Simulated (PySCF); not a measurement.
Positional isomers: trisilane fluoro+mercapto. All species are isolated molecules in the gas phase. One relaxed conformer stands for each flexible species; it need not be the lowest. Strings in code marks are SMILES.

These are PBE-D3(BJ)/def2-TZVP run with PySCF 2.14.0 values and carry that method's errors. Excitations are Tamm–Dancoff values on a coarser integration grid. The basis has no diffuse functions, so Rydberg states are missing or too high.

| species | S1–T1 gap (TDA) (eV) | HOMO (eV) | S1 excitation (TDA) (eV) | LUMO (eV) |
|---|---|---|---|---|
| `F[SiH2][SiH2][SiH2]S` | 0.18 | ? | 4.62 | -1.89 |
| `F[SiH2][Si@@H]([SiH3])S` (F–Si–Si–S torsion -170°, Si–Si–S–H torsion -155°) | ? | -6.36 | 4.44 | -2.06 |
| `F[Si@@H]([SiH3])[SiH2]S` (Si–Si–Si–S torsion -44°, Si–Si–S–H torsion -173°) | 0.19 | ? | 4.34 | ? |
| `F[Si]([SiH3])([SiH3])S` (Si–Si–S–H torsion 66°) | 0.37 | -6.08 | 4.25 | -1.99 |

**Question.** Fill in the missing entries.

**Answer.** 
- `F[SiH2][SiH2][SiH2]S`, HOMO (eV): -6.43
- `F[SiH2][Si@@H]([SiH3])S` (F–Si–Si–S torsion -170°, Si–Si–S–H torsion -155°), S1–T1 gap (TDA) (eV): 0.29
- `F[Si@@H]([SiH3])[SiH2]S` (Si–Si–Si–S torsion -44°, Si–Si–S–H torsion -173°), HOMO (eV): -6.41
- `F[Si@@H]([SiH3])[SiH2]S` (Si–Si–Si–S torsion -44°, Si–Si–S–H torsion -173°), LUMO (eV): -2.15
